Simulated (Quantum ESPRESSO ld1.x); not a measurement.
Results of a calculation; reference values are marked as such.
Task: These are the eigenvalues of the occupied orbitals of an atom or ion with whole-number occupations (eV). Level of theory: Dirac Kohn-Sham, LDA (Slater exchange, Perdew-Wang correlation), spin-unpolarised, spherical densities, point nucleus (ld1.x of Quantum ESPRESSO 7.5).

1s1/2: -30268.7
2s1/2: -4621.19
2p1/2: -4326.79
2p3/2: -4075.33
3s1/2: -920.330
3p1/2: -799.804
3p3/2: -753.415
3d3/2: -539.766
3d5/2: -530.115
4s1/2: -166.732
4p1/2: -125.894
4p3/2: -117.211
4d3/2: -52.5417
4d5/2: -51.2820
5s1/2: -29.6890
5p1/2: -20.9295

Which element is it, and in what charge state? The configuration may be excited. Open shells, if any, fill j = l - 1/2 first.

Result: Z = 51, antimony, charge +2: Sb2+ in [Kr] 4d10 5s2 5p1. The list shows which subshells hold electrons but not how many an open one holds; the 1s level, -1112.4 hartree, gives Z - s = 47.2 by -(Z - s)^2/2, which with screening and relativity narrows Z to a few neighbours, and the depths of the outer levels then fix element, charge and occupations together.
